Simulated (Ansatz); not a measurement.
Computed with Ansatz (a quantum-chemistry and plane-wave program) with frozen-core CCSD(T)/cc-pVTZ // B3LYP-D3(BJ)/def2-TZVP. The restricted HF reference is unstable towards unrestricted orbitals.

Ansatz 0.2 input:
```yaml
crystal:
  periodic: [false, false, false]
  atoms:
    - { symbol: O, position_ang: [1.913203, 0.366619, -0.402106] }
    - { symbol: Si, position_ang: [0.593836, -0.538313, -0.01893] }
    - { symbol: Si, position_ang: [-1.518421, 0.124118, -0.160534] }
    - { symbol: H, position_ang: [1.851778, 1.318302, -0.27288] }
    - { symbol: H, position_ang: [1.012906, -1.925289, -0.328969] }
    - { symbol: H, position_ang: [-1.606077, 1.481649, 0.454695] }
    - { symbol: H, position_ang: [-2.247223, -0.827085, 0.728725] }
basis:
  gaussian: { orbitals: cc-pVTZ }
correlation:
  method: ccsd_t
```

Output:

```
Functional definition: HF
897 factors; integrals over basis functions are off by at most 9.8e-4 eV
mean field evaluation 1: about -17822.8793 eV, gradient 3.4e1 eV
mean field evaluation 2: about -17823.0943 eV, gradient 3.4e1 eV
mean field evaluation 4: about -17825.5799 eV, gradient 3.0e0 eV
mean field evaluation 8: about -17825.6318 eV, gradient 2.1e-1 eV
mean field evaluation 16: about -17822.8782 eV, gradient 3.4e1 eV
mean field -17825.63217959 eV, -655.0798999526 hartree, gradient 6.6e-6 eV, S^2 0.000000; 0 other end points of the search recorded, 0 dependent functions left out; unrestricted orbitals would lower it
mean field evaluation 32: about -17825.5609 eV, gradient 8.9e0 eV
11 core orbitals not correlated
reference -17825.63217959 eV, -655.0798999526 hartree; 9, 9 occupied and 134, 134 virtual orbitals, 897 factors
second order -13.15739540 eV of doubles, -0.00000000 eV of singles
cycle   1  -13.61905773 eV  change   -4.6e-1 eV  update   1.0e-1
cycle   2  -14.03508998 eV  change   -4.2e-1 eV  update   3.6e-2
cycle   3  -14.14207350 eV  change   -1.1e-1 eV  update   2.1e-2
cycle   4  -14.13008221 eV  change    1.2e-2 eV  update   7.2e-3
cycle   5  -14.12670190 eV  change    3.4e-3 eV  update   3.3e-3
cycle   6  -14.12752406 eV  change   -8.2e-4 eV  update   1.5e-3
cycle   7  -14.12683309 eV  change    6.9e-4 eV  update   5.6e-4
cycle   8  -14.12696394 eV  change   -1.3e-4 eV  update   2.5e-4
cycle   9  -14.12710206 eV  change   -1.4e-4 eV  update   8.9e-5
cycle  10  -14.12706628 eV  change    3.6e-5 eV  update   3.2e-5
cycle  11  -14.12706611 eV  change    1.7e-7 eV  update   1.3e-5
perturbative correction -0.60928651 eV, -0.0223908661 hartree
Total energy: -17840.36853221 eV, -655.6214509226 hartree
```

Cost: about 50 core-seconds (a rough figure).
